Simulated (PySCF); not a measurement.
**UHF on Te³⁺ (tellurium, charge +3)**

Configuration: [Kr] 4d10 5s2 5p1, 2P determinant. Calculation: PySCF 2.14, in x2c-TZVPall; the spin-free X2C one-electron Hamiltonian (Gaussian nucleus).

```
Total energy                                                  : -6788.905195 hartree
One-electron energy                                           : -9261.8811 hartree
Hartree (Coulomb) energy                                      : 2647.0041 hartree
Exchange energy                                               : -174.0282 hartree
⟨S²⟩                                                          : 0.7566
⟨L²⟩                                                          : 2.020
Sum of ⟨r⟩                                                    : 28.69 bohr
Sum of ⟨r²⟩                                                   : 33.19 bohr²
Traceless quadrupole moment −½Σ⟨3z² − r²⟩ along its main axis : -2.35 e·bohr²
Langevin diamagnetic susceptibility                           : -26.3 ×10⁻⁶ cm³/mol
Time after the integrals                                      : 0.38 s of wall time on 1 thread of Intel(R) Xeon(R) Platinum 8259CL CPU @ 2.50GHz (shared host)
```

```csv
shell,electrons,mean orbital energy (eV),spread (eV),"rms radius, mean of both spins (bohr)"
1s α,1,-32002.5,0,0.0318
1s β,1,-32002.4,0,0.0318
2s α,1,-5031.1,0,0.130
2s β,1,-5031.0,0,0.130
2p α,3,-4515.6,0.043,0.116
2p β,3,-4515.6,0.118,0.116
3s α,1,-1067.9,0,0.343
3s β,1,-1067.8,0,0.343
3p α,3,-895.79,0.012,0.343
3p β,3,-895.67,0.322,0.343
3d α,5,-634.69,0.183,0.322
3d β,5,-634.65,0.280,0.322
4s α,1,-224.30,0,0.814
4s β,1,-224.08,0,0.814
4p α,3,-168.32,0.041,0.877
4p β,3,-168.06,0.763,0.877
4d α,5,-83.907,0.484,1.04
4d β,5,-83.717,0.836,1.04
5s α,1,-47.849,0,2.08
5s β,1,-45.194,0,2.08
5p α,1,-36.417,0,2.40
```

Densities and radii are taken from the X2C orbitals without a picture-change correction, which distorts them close to the nucleus.
